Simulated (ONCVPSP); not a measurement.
An all-electron radial function and its pseudo partner (Mn (Z = 25))

Columns: radius, all-electron u(r) and pseudo u(r) of the 3s shell (level -86.31 eV) of manganese in the configuration [Ne] 3s2 3p6 3d5 4s1.75 4p0.25; PBE, scalar-relativistic, ONCV scheme, ONCVPSP 4.0.1.

| r (bohr) | all-electron | pseudo |
| --- | --- | --- |
| 0.093 | -0.1371 | 0.0777 |
| 0.185 | -0.6392 | 0.1943 |
| 0.278 | -0.3751 | 0.3710 |
| 0.370 | 0.1619 | 0.5914 |
| 0.463 | 0.6575 | 0.8232 |
| 0.555 | 0.9912 | 1.0171 |
| 0.648 | 1.1654 | 1.1433 |
| 0.740 | 1.2109 | 1.1868 |
| 0.833 | 1.1705 | 1.1570 |
| 0.925 | 1.0804 | 1.0754 |
| 1.018 | 0.9646 | 0.9634 |
| 1.110 | 0.8427 | 0.8425 |
| 1.203 | 0.7226 | 0.7225 |
| 1.295 | 0.6126 | 0.6125 |
| 1.388 | 0.5132 | 0.5131 |
| 1.480 | 0.4273 | 0.4273 |
| 1.573 | 0.3529 | 0.3528 |
| 1.665 | 0.2904 | 0.2904 |
| 1.758 | 0.2375 | 0.2375 |
| 1.850 | 0.1940 | 0.1940 |
| 1.943 | 0.1577 | 0.1576 |
| 2.035 | 0.1281 | 0.1281 |
| 2.128 | 0.1036 | 0.1036 |
| 2.220 | 0.0838 | 0.0838 |
| 2.313 | 0.0676 | 0.0676 |
| 2.405 | 0.0545 | 0.0545 |

Problem. How many radial nodes do the two functions have?

Solution. The all-electron 3s function has n − l − 1 = 2 (the table is too coarse to show those close to the nucleus); the pseudo-wave has 0, since the states of the same l below it are removed with the core.

Problem. At about which radius was the pseudo-wave matched?

Solution. 1.20 bohr, where the columns begin to agree (steps of 0.09 bohr).

Problem. Is the pseudo-wave norm-conserving?

Solution. Yes: the ONCV scheme keeps the norm inside the radius equal to the all-electron one, which fixes the energy derivative of the logarithmic derivative at the level.
